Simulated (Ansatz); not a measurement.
CH4OSi, SMILES `C[Si]O` (excited triplet; C–Si–O–H torsion 101°) (charge 0, multiplicity 3). This triplet is an excited state, 1.86 eV above the relaxed singlet at the level frozen-core CCSD(T)/cc-pVTZ // B3LYP-D3(BJ)/def2-TZVP (Ansatz, a program for electronic structure).

Cartesian coordinates (Å):
SMILES: [Si](O)C
```xyz
7

C     -1.0307     0.1214     0.1325
Si     0.5627    -0.8084     0.6209
O      1.9321    -0.3913    -0.2359
H     -1.8621    -0.2870     0.7067
H     -1.2246    -0.0232    -0.9315
H     -0.9310     1.1858     0.3508
H      2.5536     0.2026     0.1965
```
Charge 0, spin multiplicity 3.

Frozen-core energies in 6-31g from Ansatz at a geometry from B3LYP-D3(BJ)/def2-TZVP; the HF reference has <S^2> = 2.00 and the T1 diagnostic is 0.015.

```tsv
level	energy (Ha)
HF	-403.85334
MP2	-404.10033
CCSD	-404.12363
CCSD(T)	-404.12865
```

Q: Estimate the energies of CCSDT and CCSDT(Q), and give each level's difference from CCSDT(Q).

A: 
```csv
level,energy (Ha),difference from CCSDT(Q) (mHa)
MP2,-404.10033,29.64
CCSD,-404.12363,6.35
CCSD(T),-404.12865,1.33
CCSDT,-404.12924,0.74
CCSDT(Q),-404.12998,0.00
```
